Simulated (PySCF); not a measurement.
# Spin-rotation constants: `C=C[C@@H](C)[C@H](F)C(=O)Cl`, C$_{6}$H$_{8}$ClFO

Cartesian coordinates in Å; atom numbers follow the order of the lines, from 1:
```xyz
17

C    -1.852    0.360   -1.269
C    -0.984   -0.389   -0.618
C    -0.101    0.114    0.486
C    -0.411   -0.603    1.801
C     1.382   -0.107    0.118
F     2.182    0.488    1.060
C     1.648    0.471   -1.253
O     1.638   -0.129   -2.276
Cl    1.906    2.198   -1.214
H    -2.480   -0.042   -2.044
H    -1.971    1.409   -1.052
H    -0.879   -1.441   -0.848
H    -0.244    1.191    0.617
H    -1.433   -0.389    2.103
H     0.263   -0.264    2.583
H    -0.303   -1.679    1.685
H     1.633   -1.176    0.110
```

Theory: GIAO KT3/pcSseg-1 magnetisability, rotational g tensor and spin-rotation constants, non-relativistic, gas phase (PySCF). Geometry: GFN2-xTB.

Problem. Give the nuclear spin-rotation constants along the inertial axes (H = +C I·J) beside the isotropic shieldings.

Solution. Rotational constants 1.6952, 1.1199, 0.8621 GHz. A star marks the isotopologue with that one atom substituted, in its own axes.
```tsv
atom	isotope	Caa (kHz)	Cbb (kHz)	Ccc (kHz)	mean (kHz)	σ (ppm)
F6	19F	0.989	0.749	0.611	0.783	358.9
Cl9	35Cl	0.554	0.573	0.237	0.455	523.3
H10	1H	-0.161	0.055	-0.071	-0.059	26.6
H11	1H	-0.167	-0.111	0.061	-0.072	26.5
H12	1H	-0.154	-0.116	0.060	-0.070	26.3
H13	1H	-0.168	-0.128	0.032	-0.088	29.2
H14	1H	-0.054	-0.111	-0.057	-0.074	30.5
H15	1H	-0.162	0.015	-0.089	-0.079	29.9
H16	1H	-0.151	-0.129	0.000	-0.093	30.9
H17	1H	-0.133	-0.122	0.034	-0.074	27.2
C1	13C*	0.312	0.364	0.312	0.329	70.6
C2	13C*	0.337	0.389	0.356	0.361	52.0
C3	13C*	0.349	0.215	0.162	0.242	134.0
C4	13C*	0.249	0.168	0.131	0.183	163.6
C5	13C*	0.476	0.290	0.223	0.329	86.4
C7	13C*	0.719	0.360	0.336	0.472	12.3
O8	17O*	-0.708	-0.579	-0.501	-0.596	-219.4
```
For the geometry as given, no vibrational averaging.
